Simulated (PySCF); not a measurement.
# How the method changes the shape and vibrations of B2H3O cation

All numbers below are calculated, not measured. They come from PySCF 2.14.0, an open-source quantum chemistry program, on an isolated molecule that a program drew, which may never have been made. The molecule is B2H3O cation (charge +1, singlet), drawn as the SMILES string `B[B+]O`.

The geometry was optimised and harmonic frequencies were computed with HF and MP2, all in the cc-pVDZ basis, for the commonest isotopes, with a restricted reference for singlets and an unrestricted one otherwise, and a frozen core in MP2. Each result is a local minimum of its method.

Geometry at the HF minimum:
```xyz
6
B2H3O cation, angstrom
B    -0.3704   -0.1910   -0.8519
B    -1.3881   -1.1760    0.1443
O    -2.1325   -1.8115    0.8919
H     0.2384   -0.7354   -1.7115
H    -0.3473    0.9696   -0.6099
H    -2.4679   -2.6827    1.0921
```

Lengths of the bonds as drawn, in Å (atoms numbered as above):
| bond | HF | MP2 |
|---|---|---|
| B1-B2 | 1.732 | 1.726 |
| B2-O3 | 1.232 | 1.246 |
| B1-H4 | 1.186 | 1.194 |
| B1-H5 | 1.186 | 1.194 |
| O3-H6 | 0.955 | 0.974 |

Rotational constants, in GHz:
```
constant     HF    MP2
       A  201.3  201.4
       B  7.052  6.995
       C  6.814   6.76
```

Harmonic frequencies in cm^-1, each column in rising order, so a row needn't be the same motion in every method:
| rank | HF | MP2 |
|---|---|---|
| 1 | 223 | 249 |
| 2 | 283 | 267 |
| 3 | 330 | 304 |
| 4 | 409 | 311 |
| 5 | 671 | 673 |
| 6 | 824 | 784 |
| 7 | 982 | ? |
| 8 | 1230 | 1172 |
| 9 | 1882 | 1818 |
| 10 | 2769 | 2704 |
| 11 | 2902 | 2839 |
| 12 | 4034 | 3792 |

**Estimate the missing MP2 frequency from the HF column.**

A single factor s that minimises the squared misfit of MP2 against s times HF over the other rows is sum(HF x MP2) / sum(HF^2) = 0.9587, with an rms misfit of 43 cm^-1. For rank 7 it gives 0.9587 x 982 = 941 cm^-1. The calculation gives 951 cm^-1, 10 cm^-1 above the estimate. The drawn bonds are on average 0.8 % longer in MP2 than in HF.
